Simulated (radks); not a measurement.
The mean radii <r> (bohr) of the occupied orbitals of an atom or ion are listed with their occupations. Calculated with a radial shooting solver on a logarithmic mesh with Libxc functionals: Dirac Kohn-Sham, BLYP, spin-unpolarised, spherical densities, point nucleus.

| orbital | occ. | <r> |
|---|---|---|
| 1s1/2 | 2 | 0.01686 |
| 2s1/2 | 2 | 0.07044 |
| 2p1/2 | 2 | 0.05798 |
| 2p3/2 | 4 | 0.06653 |
| 3s1/2 | 2 | 0.1833 |
| 3p1/2 | 2 | 0.1736 |
| 3p3/2 | 4 | 0.1893 |
| 3d3/2 | 4 | 0.1648 |
| 3d5/2 | 6 | 0.1696 |
| 4s1/2 | 2 | 0.4068 |
| 4p1/2 | 2 | 0.4093 |
| 4p3/2 | 4 | 0.4434 |
| 4d3/2 | 4 | 0.4519 |
| 4d5/2 | 6 | 0.4631 |
| 5s1/2 | 2 | 0.9215 |
| 4f5/2 | 6 | 0.4945 |
| 4f7/2 | 8 | 0.5014 |
| 5p1/2 | 2 | 0.9913 |
| 5p3/2 | 4 | 1.082 |
| 5d3/2 | 4 | 1.367 |
| 5d5/2 | 3 | 1.406 |

Name the element and its charge. Open shells, if any, fill j = l - 1/2 first.

Answer. Z = 79, gold, charge +4: Au4+ in [Xe] 4f14 5d7. The 1s radius gives Z: for a bare nucleus <r> = (2 gamma + 1)/(2Z) with gamma = sqrt(1 - (Z/c)^2), 0.01667 bohr for Z = 79, and screening makes it slightly larger (0.01686 here). The occupations add up to 75, and the charge is Z minus that.
